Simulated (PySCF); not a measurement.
Computed shifts of a molecule C₂H₄BF₂N, PySCF with PBE/pcSseg-1, GIAO, gas phase, equivalent atoms averaged, in ppm (number of nuclei): ¹³C: 171.2 (1), 62.8 (1). ¹⁵N: 502.1 (1). ¹⁹F: -99.1 (1), -104.8 (1). ¹H: 8.35 (1), 4.21 (3). References: ¹³C against TMS (σ = 182.0 ppm); ¹⁵N against NH3 (σ = 267.0 ppm); ¹¹B against BF3 (σ = 83.9 ppm); ¹⁹F against CFCl3 (σ = 133.6 ppm); ¹H against TMS (σ = 31.49 ppm), references at their B3LYP-D3(BJ)/def2-TZVP geometries, non-relativistic. Geometry optimised at B3LYP-D3(BJ)/def2-SVP. The values are those of a single conformer.

Identify the compound among the candidates.
A) NB(F)/C=C\F
B) C/C=N/B(F)F
C) C/N=C/B(F)F
D) C=C(F)B(N)F

C, C/N=C/B(F)F
